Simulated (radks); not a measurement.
Removal energies from the niobium ion Nb3+, [Kr] 4d2, by Delta-SCF beside the eigenvalue of the level emptied. Method: scalar-relativistic Kohn-Sham, LDA (Slater exchange, Perdew-Wang correlation), spin-polarised, spherical densities, finite nucleus; Fermi nuclear charge, rms radius of each element as measured or else 0.836 A^(1/3) + 0.57 fm; computed with a radial shooting solver on a logarithmic mesh with Libxc functionals. Open shells are filled with parallel spins first.

4d: final configuration [Kr] 4d1; Delta-SCF (eV) 37.624; -eigenvalue (eV) 31.440
4p: final configuration [Ar] 3d10 4s2 4p5 4d2; Delta-SCF (eV) 71.425; -eigenvalue (eV) 63.968
4s: final configuration [Ar] 3d10 4s1 4p6 4d2; Delta-SCF (eV) 96.310; -eigenvalue (eV) 88.307
3d: final configuration [Ar] 3d9 4s2 4p6 4d2; Delta-SCF (eV) 245.40; -eigenvalue (eV) 227.86
